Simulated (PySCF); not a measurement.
C2H10O2Si2.

```xyz
16

O      1.0368     2.4982    -0.0820
C     -0.1677     1.9014    -0.5629
Si     0.0043    -0.0025    -0.5542
Si     1.0032    -0.4887     1.5132
C     -1.6222    -0.9867    -0.7499
O     -1.3876    -2.3880    -0.6905
H      1.7471     2.2617    -0.6937
H     -0.4673     2.3046    -1.5525
H     -0.9630     2.2001     0.1415
H      0.9453    -0.4021    -1.6517
H      0.3074     0.2706     2.5979
H      2.4584    -0.1545     1.5338
H      0.8713    -1.9501     1.8316
H     -2.0586    -0.7839    -1.7432
H     -2.3817    -0.6513    -0.0114
H     -1.0175    -2.5892     0.1797
```

Coordinates come from a r2SCAN-D4/def2-SVP optimisation. This is a generated structure with no PubChem entry under its InChIKey; it may be hypothetical. One conformer was computed; it need not be the lowest.

These are PySCF with B3LYP/pcSseg-1 values and carry that method's errors. Non-relativistic, no solvent.

Computed absolute GIAO shielding of each atom: isotropic value and principal components (ppm):
```json
[
 {"atom": "O1", "σ(iso)": "313.2", "σ11": "269.1", "σ22": "298.1", "σ33": "372.4", "span": "103.3"},
 {"atom": "C2", "σ(iso)": "125.3", "σ11": "89.2", "σ22": "107.5", "σ33": "179.3", "span": "90.1"},
 {"atom": "Si3", "σ(iso)": "370.4", "σ11": "325.8", "σ22": "363.4", "σ33": "422.2", "span": "96.4"},
 {"atom": "Si4", "σ(iso)": "451.2", "σ11": "437.2", "σ22": "450.8", "σ33": "465.4", "span": "28.2"},
 {"atom": "C5", "σ(iso)": "126.7", "σ11": "89.5", "σ22": "108.1", "σ33": "182.4", "span": "92.9"},
 {"atom": "O6", "σ(iso)": "322.2", "σ11": "274.3", "σ22": "296.5", "σ33": "395.8", "span": "121.4"},
 {"atom": "H7", "σ(iso)": "32.1", "σ11": "23.9", "σ22": "29.5", "σ33": "42.8", "span": "18.9"},
 {"atom": "H8", "σ(iso)": "27.6", "σ11": "22.7", "σ22": "27.6", "σ33": "32.4", "span": "9.7"},
 {"atom": "H9", "σ(iso)": "28.0", "σ11": "24.1", "σ22": "28.0", "σ33": "31.9", "span": "7.8"},
 {"atom": "H10", "σ(iso)": "27.4", "σ11": "24.7", "σ22": "25.7", "σ33": "31.9", "span": "7.2"},
 {"atom": "H11", "σ(iso)": "28.0", "σ11": "25.0", "σ22": "25.9", "σ33": "33.1", "span": "8.1"},
 {"atom": "H12", "σ(iso)": "27.9", "σ11": "24.6", "σ22": "26.1", "σ33": "33.0", "span": "8.4"},
 {"atom": "H13", "σ(iso)": "28.2", "σ11": "24.8", "σ22": "26.7", "σ33": "32.9", "span": "8.1"},
 {"atom": "H14", "σ(iso)": "27.7", "σ11": "23.5", "σ22": "27.9", "σ33": "31.6", "span": "8.1"},
 {"atom": "H15", "σ(iso)": "27.9", "σ11": "23.4", "σ22": "27.9", "σ33": "32.5", "span": "9.1"},
 {"atom": "H16", "σ(iso)": "31.9", "σ11": "22.1", "σ22": "31.0", "σ33": "42.7", "span": "20.7"}
]
```
